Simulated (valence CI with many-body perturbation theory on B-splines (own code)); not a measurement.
# Forbidden lines of Gd⁴⁰⁺

Method: configuration interaction combined with many-body perturbation theory (CI+MBPT): six valence electrons over a frozen Dirac-Fock core [Ar], a basis of 7 s, 7 p, 8 d, 6 f, 4 g, 1 h functions for each j, with the one-electron correlation potential Σ1, the two-electron term Σ2, the three-electron term Σ3, Breit, model QED; selected CI, second order for the rest, scaled by the run's own slope (own B-spline code, finite nucleus).

No measured spectrum was set against this ion. As an estimate, large intervals hold to a few tenths of a per cent, small ones and those within an open d or f shell to about a per cent. Core correlation moves these levels by up to 9300 cm⁻¹, and in measured spectra 5 to 20 % of such shifts remained as error; rates that hang on mixing are uncertain with them. Among the levels kept, up to 990 cm⁻¹ of a level comes from second order outside the variational space, and about a tenth of that is noise between levels of different J, which matters for small intervals. Only levels of the ground parity were solved; by the run's estimate the other parity begins above the list, which can be wrong where configurations are misplaced.

Lines 1 to 50 of 120 in falling wavelength, among levels below 153.72 eV, chosen from the decays that carry over 1 % of a level's rate. Wavelengths and rates use the calculated energies. Electric multipoles are in the length gauge with retardation, E1 and E2 with the static RPA response of the core. M1 uses the relativistic operator with retardation. S is in atomic units (e²a₀⁴ for E2 and M2, e²a₀⁶ for E3), for M1 in squared Bohr magnetons. Weak lines are less certain than strong ones. Lines between different terms over intervals too small for the method are left out, as are lines whose strength nearly cancels. The highest levels of a list are the least certain.

Levels are named by their leading jj configuration (3d3/2^4 stands for four electrons in 3d with j = 3/2), which in mixed levels can hold well under half, so a name can repeat and another be missing. Letters in brackets count levels of one name in rising energy.

```tsv
λ vac (Å)	Upper	Lower	Type	A (s⁻¹)	S (a.u.)
2056	(3d3/2^4 3d5/2^2) J=2	(3d3/2^4 3d5/2^2) J=4	E2	9.99e-03	1.64e-03
1938	(3d3/2^3 3d5/2^3) J=5	(3d3/2^3 3d5/2^3) J=4 [a]	M1	1.21e+03	3.60e+00
1258	(3d3/2^3 3d5/2^3) J=2 [b]	(3d3/2^3 3d5/2^3) J=3 [b]	M1	3.04e+03	1.12e+00
1219	(3d3/2^3 3d5/2^3) J=2 [a]	(3d3/2^3 3d5/2^3) J=1 [a]	M1	2.87e+03	9.63e-01
1197	(3d3/2^3 3d5/2^3) J=4 [b]	(3d3/2^3 3d5/2^3) J=3 [b]	M1	1.90e+03	1.09e+00
1143	(3d3/2^3 3d5/2^3) J=2 [b]	(3d3/2^3 3d5/2^3) J=2 [a]	M1	1.40e+03	3.87e-01
1000	(3d3/2^4 3d5/2^2) J=0	(3d3/2^4 3d5/2^2) J=2	E2	1.16e+00	1.04e-03
997.3	(3d3/2^3 3d5/2^3) J=3 [b]	(3d3/2^3 3d5/2^3) J=4 [a]	M1	4.35e+03	1.12e+00
911.2	(3d3/2^3 3d5/2^3) J=3 [c]	(3d3/2^3 3d5/2^3) J=3 [b]	M1	1.38e+03	2.70e-01
898.3	(3d3/2^3 3d5/2^3) J=1 [a]	(3d3/2^4 3d5/2^2) J=0	M1	2.14e+04	1.73e+00
848.9	(3d3/2^3 3d5/2^3) J=3 [c]	(3d3/2^3 3d5/2^3) J=2 [a]	M1	4.04e+03	6.42e-01
828.8	(3d3/2^3 3d5/2^3) J=3 [b]	(3d3/2^3 3d5/2^3) J=3 [a]	M1	8.58e+03	1.27e+00
756.1	(3d3/2^3 3d5/2^3) J=4 [b]	(3d3/2^3 3d5/2^3) J=5	M1	3.93e+03	5.67e-01
708.0	(3d3/2^2 3d5/2^4) J=5	(3d3/2^3 3d5/2^3) J=4 [b]	M1	2.50e+04	3.62e+00
690.4	(3d3/2^2 3d5/2^4) J=3 [a]	(3d3/2^3 3d5/2^3) J=2 [b]	M1	1.23e+04	1.05e+00
651.4	(3d3/2^2 3d5/2^4) J=2 [d]	(3d3/2^2 3d5/2^4) J=2 [c]	M1	8.45e+03	4.33e-01
639.9	(3d3/2^2 3d5/2^4) J=2 [a]	(3d3/2^3 3d5/2^3) J=3 [b]	M1	1.02e+04	4.93e-01
630.9	(3d3/2^2 3d5/2^4) J=2 [c]	(3d3/2^2 3d5/2^4) J=3 [a]	M1	6.97e+03	3.24e-01
623.0	(3d3/2^2 3d5/2^4) J=0 [b]	(3d3/2 3d5/2^5) J=1	M1	5.57e+04	5.00e-01
617.4	(3d3/2^3 3d5/2^3) J=0	(3d3/2^3 3d5/2^3) J=1 [a]	M1	4.32e+04	3.77e-01
589.8	(3d3/2^3 3d5/2^3) J=2 [b]	(3d3/2^3 3d5/2^3) J=1 [a]	M1	9.48e+03	3.61e-01
561.4	(3d3/2^3 3d5/2^3) J=1 [b]	(3d3/2^3 3d5/2^3) J=1 [a]	M1	1.91e+04	3.75e-01
553.5	(3d3/2^3 3d5/2^3) J=3 [a]	(3d3/2^4 3d5/2^2) J=2	M1	6.61e+04	2.91e+00
551.5	(3d3/2^2 3d5/2^4) J=3 [b]	(3d3/2^3 3d5/2^3) J=4 [b]	M1	5.99e+04	2.61e+00
545.8	(3d3/2^2 3d5/2^4) J=4 [c]	(3d3/2^2 3d5/2^4) J=5	M1	1.32e+04	7.15e-01
543.9	(3d3/2^3 3d5/2^3) J=4 [b]	(3d3/2^3 3d5/2^3) J=4 [a]	M1	1.21e+04	6.52e-01
539.4	(3d3/2^2 3d5/2^4) J=3 [b]	(3d3/2^3 3d5/2^3) J=2 [b]	M1	1.24e+04	5.04e-01
511.5	(3d3/2^2 3d5/2^4) J=4 [b]	(3d3/2^3 3d5/2^3) J=3 [c]	M1	1.45e+04	6.45e-01
503.8	(3d3/2^2 3d5/2^4) J=4 [a]	(3d3/2^3 3d5/2^3) J=3 [b]	M1	1.63e+04	6.94e-01
501.2	(3d3/2 3d5/2^5) J=3	(3d3/2^2 3d5/2^4) J=4 [c]	M1	7.60e+04	2.48e+00
499.6	(3d3/2^3 3d5/2^3) J=2 [b]	(3d3/2^3 3d5/2^3) J=3 [a]	M1	6.75e+04	1.56e+00
486.7	(3d3/2^2 3d5/2^4) J=1	(3d3/2^3 3d5/2^3) J=1 [b]	M1	8.39e+04	1.08e+00
477.3	(3d3/2^2 3d5/2^4) J=4 [c]	(3d3/2^2 3d5/2^4) J=4 [a]	M1	1.59e+04	5.78e-01
473.3	(3d3/2^3 3d5/2^3) J=1 [a]	(3d3/2^4 3d5/2^2) J=2	M1	3.20e+05	3.78e+00
470.3	(3d3/2 3d5/2^5) J=2	(3d3/2^2 3d5/2^4) J=2 [c]	M1	3.04e+04	5.87e-01
467.1	(3d3/2^2 3d5/2^4) J=1	(3d3/2^3 3d5/2^3) J=2 [b]	M1	5.85e+04	6.63e-01
451.2	(3d3/2^2 3d5/2^4) J=1	(3d3/2^3 3d5/2^3) J=0	M1	1.02e+05	1.04e+00
450.7	(3d3/2^2 3d5/2^4) J=2 [b]	(3d3/2^3 3d5/2^3) J=1 [b]	M1	9.62e+03	1.63e-01
445.8	(3d3/2^2 3d5/2^4) J=3 [a]	(3d3/2^3 3d5/2^3) J=3 [b]	M1	2.13e+04	4.91e-01
445.0	(3d3/2 3d5/2^5) J=3	(3d3/2^2 3d5/2^4) J=2 [c]	M1	1.28e+05	2.93e+00
441.7	(3d3/2^2 3d5/2^4) J=2 [d]	(3d3/2^2 3d5/2^4) J=2 [b]	M1	6.78e+03	1.08e-01
436.1	(3d3/2^3 3d5/2^3) J=3 [a]	(3d3/2^4 3d5/2^2) J=4	M1	2.68e+05	5.76e+00
433.9	(3d3/2^2 3d5/2^4) J=2 [b]	(3d3/2^3 3d5/2^3) J=2 [b]	M1	2.85e+04	4.31e-01
430.3	(3d3/2^2 3d5/2^4) J=3 [a]	(3d3/2^3 3d5/2^3) J=2 [a]	M1	8.45e+04	1.75e+00
405.9	(3d3/2^2 3d5/2^4) J=2 [a]	(3d3/2^3 3d5/2^3) J=1 [a]	M1	1.66e+05	2.06e+00
404.6	(3d3/2^2 3d5/2^4) J=4 [a]	(3d3/2^3 3d5/2^3) J=5	M1	1.14e+05	2.52e+00
400.5	(3d3/2^3 3d5/2^3) J=4 [a]	(3d3/2^4 3d5/2^2) J=4	M1	3.34e+05	7.15e+00
377.5	(3d3/2^2 3d5/2^4) J=3 [b]	(3d3/2^3 3d5/2^3) J=3 [b]	M1	1.85e+05	2.58e+00
372.7	(3d3/2^2 3d5/2^4) J=0 [a]	(3d3/2^3 3d5/2^3) J=1 [a]	M1	9.28e+05	1.78e+00
366.4	(3d3/2^2 3d5/2^4) J=3 [b]	(3d3/2^3 3d5/2^3) J=2 [a]	M1	1.08e+05	1.38e+00
```
